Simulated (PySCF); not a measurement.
Si(H)(F)(Cl)(OMe) (CH4ClFOSi), SMILES Cl[SiH](OC)F. Geometry: PBE-D3(BJ)/def2-SVP. The values are those of a single conformer.

Computed equilibrium geometry at PBE-D3(BJ)/def2-SVP (PySCF confirms it by a frequency run) as Cartesian coordinates in Å (one conformer of several):
```xyz
9

Si     0.0632     0.1621     0.4352
F      0.0389     1.7669     0.1475
Cl     1.8544    -0.5961    -0.2139
O     -1.1158    -0.5923    -0.4430
C     -2.5081    -0.3797    -0.2524
H     -0.1012    -0.0245     1.9050
H     -2.8158     0.6331    -0.5929
H     -2.8092    -0.4985     0.8135
H     -3.0587    -1.1322    -0.8510
```
